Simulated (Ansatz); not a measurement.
This triplet is an excited state, 1.86 eV above the relaxed singlet at the level frozen-core CCSD(T)/cc-pVTZ // PBE0-D3(BJ)/def2-TZVP (Ansatz, an electronic-structure program).

The numbers are results of PBE0-D3(BJ)/def2-TZVP (Ansatz), not measurements. No frequencies were computed at this level.

Ansatz 0.2 input:
```yaml
crystal:
  periodic: [false, false, false]
  atoms:
    - { symbol: N, position_ang: [-0.60767, 0.073979, -0.102034] }
    - { symbol: Ge, position_ang: [1.023699, -0.382326, 0.674188] }
    - { symbol: H, position_ang: [-1.17777, 0.798737, 0.314778] }
    - { symbol: H, position_ang: [-1.228984, -0.654027, -0.430385] }
    - { symbol: H, position_ang: [1.990725, 0.163637, -0.456547] }
basis:
  gaussian: { orbitals: def2-tzvp }
hamiltonian:
  xc: pbe0
  dispersion: d3bj
relax:
  max_steps: 150
magnetization:
  spin_polarized: true
  initial_magnetization: 2
```

Output:

```
Functional definition: PBE0
688 factors; their error is unknown
mean field evaluation 1: about -58039.5843 eV, gradient 4.2e1 eV
mean field evaluation 2: about -58014.4378 eV, gradient 7.7e1 eV
mean field evaluation 4: about -58046.3626 eV, gradient 2.5e0 eV
mean field evaluation 8: about -58046.4085 eV, gradient 1.8e-1 eV
mean field evaluation 16: about -58046.6820 eV, gradient 1.7e-4 eV
mean field -58046.68199614 eV, -2133.1762179039 hartree, gradient 2.0e-5 eV, S^2 2.006520; 0 other end points of the search recorded, 0 dependent functions left out
reference -58046.68201970 eV, -2133.1762187698 hartree; 22, 20 occupied and 75, 77 virtual orbitals, 688 factors
relax step   1: F+E_penalty+E_count = -58046.73986214 eV  Δ(F+E_penalty+E_count) = +0.000e0 eV  max|allowed force component| = 6.432e-1 eV/Å  Δτ_max = 0.0000 Å  (31 SCF iters, accepted)
these checks for a lower state are left out or cut short: starts, cluster_reference, orbital_swaps, neighbouring_geometries, increment
688 factors; their error is unknown
mean field -58046.75810260 eV, -2133.1790147648 hartree, gradient 2.4e-5 eV, S^2 2.005500; 0 other end points of the search recorded, 0 dependent functions left out
reference -58046.75812674 eV, -2133.1790156519 hartree; 22, 20 occupied and 75, 77 virtual orbitals, 688 factors
relax step   2: F+E_penalty+E_count = -58046.81530845 eV  Δ(F+E_penalty+E_count) = -7.545e-2 eV  max|allowed force component| = 3.613e-1 eV/Å  Δτ_max = 0.1928 Å  (34 SCF iters, accepted)
these checks for a lower state are left out or cut short: starts, cluster_reference, orbital_swaps, neighbouring_geometries, increment
688 factors; their error is unknown
mean field evaluation 32: about -58046.7726 eV, gradient 2.0e-5 eV
mean field -58046.77261866 eV, -2133.1795482200 hartree, gradient 2.0e-5 eV, S^2 2.005113; 0 other end points of the search recorded, 0 dependent functions left out
reference -58046.77264269 eV, -2133.1795491032 hartree; 22, 20 occupied and 75, 77 virtual orbitals, 688 factors
relax step   3: F+E_penalty+E_count = -58046.82989589 eV  Δ(F+E_penalty+E_count) = -1.459e-2 eV  max|allowed force component| = 1.274e-1 eV/Å  Δτ_max = 0.0244 Å  (35 SCF iters, accepted)
these checks for a lower state are left out or cut short: starts, cluster_reference, orbital_swaps, neighbouring_geometries, increment
688 factors; their error is unknown
mean field -58046.77584270 eV, -2133.1796667016 hartree, gradient 1.2e-5 eV, S^2 2.004917; 0 other end points of the search recorded, 0 dependent functions left out
reference -58046.77586666 eV, -2133.1796675819 hartree; 22, 20 occupied and 75, 77 virtual orbitals, 688 factors
relax step   4: F+E_penalty+E_count = -58046.83320328 eV  Δ(F+E_penalty+E_count) = -3.307e-3 eV  max|allowed force component| = 8.184e-2 eV/Å  Δτ_max = 0.0145 Å  (35 SCF iters, accepted)
these checks for a lower state are left out or cut short: starts, cluster_reference, orbital_swaps, neighbouring_geometries, increment
688 factors; their error is unknown
mean field -58046.77594238 eV, -2133.1796703646 hartree, gradient 1.8e-5 eV, S^2 2.004926; 0 other end points of the search recorded, 0 dependent functions left out
reference -58046.77596633 eV, -2133.1796712448 hartree; 22, 20 occupied and 75, 77 virtual orbitals, 688 factors
relax step   5: F+E_penalty+E_count = -58046.83330066 eV  Δ(F+E_penalty+E_count) = -9.737e-5 eV  max|allowed force component| = 7.830e-3 eV/Å  Δτ_max = 0.0021 Å  (25 SCF iters, accepted)
688 factors; their error is unknown
mean field evaluation 64: about -58046.7759 eV, gradient 3.7e-5 eV
mean field -58046.77594238 eV, -2133.1796703646 hartree, gradient 2.0e-5 eV, S^2 2.004926; 1 other end points of the search recorded, 0 dependent functions left out
reference -58046.77596633 eV, -2133.1796712448 hartree; 22, 20 occupied and 75, 77 virtual orbitals, 688 factors
Total energy: -58046.83332461 eV, -2133.1817791225 hartree
Atom 0 at    -0.673166     0.098540    -0.145544 Å, force    -0.005798     0.000652    -0.000846 eV/Å
Atom 1 at     0.988831    -0.315310     0.546260 Å, force     0.007830     0.000107    -0.000753 eV/Å
Atom 2 at    -1.211129     0.781421     0.370969 Å, force     0.000233    -0.000258    -0.000653 eV/Å
Atom 3 at    -1.263220    -0.687655    -0.382714 Å, force     0.000255     0.000655    -0.000180 eV/Å
Atom 4 at     2.158684     0.123005    -0.388971 Å, force    -0.002520    -0.001156     0.002431 eV/Å
Dipole moment:    -0.301729    -0.026999     0.073481 e Å
```

Cost: about 15 core-seconds (a rough figure).
